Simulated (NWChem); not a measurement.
# SiH3S3F; SMILES F[Si](S)(S)S

```xyz
8

F      0.0000     0.0000    -1.7743
Si     0.0000     0.0000    -0.1502
S     -0.6026     1.9113     0.5450
S     -1.3539    -1.4775     0.5450
S      1.9565    -0.4337     0.5450
H      0.2831     2.5776    -0.2320
H     -2.3738    -1.0436    -0.2320
H      2.0907    -1.5340    -0.2320
```
Atoms are numbered in this order, from 1.

Results from NWChem. Structure relaxed at the PBE0/def2-SVP level. Level: M05-2X/def2-SVP with SMD (1 M gas to 1 M solution), gas-phase geometry. Reactions with the solvent are ignored.

For solvent water:

* **solvation free energy (kcal/mol)**: -3.4
* **cavity-dispersion-structure term (kcal/mol)**: 1.8
* **dipole in solution (D)**: 1.13

**Question.** How do the values read with solvent diethyl ether instead?

**Answer.** The solvation free energy (kcal/mol) is -7.2, the cavity-dispersion-structure term (kcal/mol) comes out as -3.2 and the dipole in solution (D) comes out as 1.03.
